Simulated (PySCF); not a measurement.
How methods differ on the excitation energy of Ru

Ru [Kr] 4d7 5s1 (5F) → Ru [Kr] 4d6 5s1 5p1 (high-spin determinant), as a difference of total energies. All numbers are calculated (PySCF 2.14, a scalar-relativistic core potential, in aug-cc-pwCVDZ-PP with ECP28MDF (6s6p5d3f, 70 functions)). Correlated levels: valence: 4s2 4p6 frozen. The calculations carry no spin-orbit coupling.

| method | excitation energy (eV) |
| --- | --- |
| UHF | 1.611 |
| MP2 (valence) | 2.882 |
| SCS-MP2 (valence) | 3.191 |
| CCSD (valence) | 2.737 |
| CCSD(T) (valence) | 2.805 |

How much does correlation contribute at CCSD(T) (valence)?

2.805 − (1.611) = 1.194 eV, measured against UHF.

The determinant of the upper state mixes LS terms, which raises its energy above the lowest term, most at the Hartree-Fock and MP2 levels.
